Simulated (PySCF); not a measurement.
# Two-component Hartree-Fock for Ir (iridium, neutral)

Start: [Xe] 4f14 5d8 6s1; 5d3/2 filled at m_j = -1/2, +1/2, +3/2; 5d5/2 filled at m_j = -3/2, -1/2, +1/2, +3/2, +5/2; 6s1/2 filled at m_j = +1/2. Calculated with PySCF 2.14 in x2c-TZVPall-2c: generalised Hartree-Fock with the X2C-1e Hamiltonian and a Gaussian nucleus; spin-orbit coupling (SO) screened by Boettger's factors. This is a chosen level, not necessarily the ground level.

| spinor shell | electrons | ε, screened SO (eV) | weight of nominal j (screened SO) | rms radius, screened SO (bohr) |
| --- | --- | --- | --- | --- |
| 1s1/2 | 2 | -76505.0 | 1.000 | 0.0197 |
| 2s1/2 | 2 | -13525.3 | 1.000 | 0.0795 |
| 2p1/2 | 2 | -12933.7 | 1.000 | 0.0675 |
| 2p3/2 | 4 | -11300.4 | 1.000 | 0.0752 |
| 3s1/2 | 2 | -3226.4 | 1.000 | 0.203 |
| 3p1/2 | 2 | -2962.1 | 1.000 | 0.195 |
| 3p3/2 | 4 | -2598.8 | 1.000 | 0.210 |
| 3d3/2 | 4 | -2162.4 | 1.000 | 0.185 |
| 3d5/2 | 6 | -2084.3 | 1.000 | 0.189 |
| 4s1/2 | 2 | -720.65 | 1.000 | 0.450 |
| 4p1/2 | 2 | -607.97 | 1.000 | 0.456 |
| 4p3/2 | 4 | -520.88 | 1.000 | 0.490 |
| 4d3/2 | 4 | -335.86 | 1.000 | 0.507 |
| 4d5/2 | 6 | -319.00 | 1.000 | 0.519 |
| 5s1/2 | 2 | -112.27 | 1.000 | 1.06 |
| 4f5/2 | 6 | -80.978 | 0.998 | 0.586 |
| 4f7/2 | 8 | -77.757 | 0.999 | 0.587 |
| 5p1/2 | 2 | -75.445 | 0.995 | 1.16 |
| 5p3/2 | 4 | -59.997 | 0.998 | 1.26 |
| 5d5/2 | 5 | -10.047 | 0.695 | 1.94 |
| 5d3/2 | 3 | -11.154 | 0.791 | 1.89 |
| 6s1/2 | 1 | -7.967 | 0.993 | 3.38 |

```json
{"quantity": "E (hartree)", "screened SO": "-17839.00694"}
{"quantity": "M_J", "screened SO": "9/2"}
{"quantity": "⟨J²⟩", "screened SO": "24.764"}
{"quantity": "⟨L²⟩", "screened SO": "12.348"}
{"quantity": "⟨S²⟩", "screened SO": "3.845"}
```

Each row is a mean over spinors that exchange with the open shell spreads, by up to 5.866 eV (5p3/2).

Rows whose weight is well below 1 are mixtures of j = l ± 1/2: exchange outweighs spin-orbit coupling there, and the label is only the starting occupation.

Breit and QED terms are absent; they matter most for the inner s and p1/2 levels.

Densities and radii are taken from the X2C orbitals without a picture-change correction, which distorts them close to the nucleus.
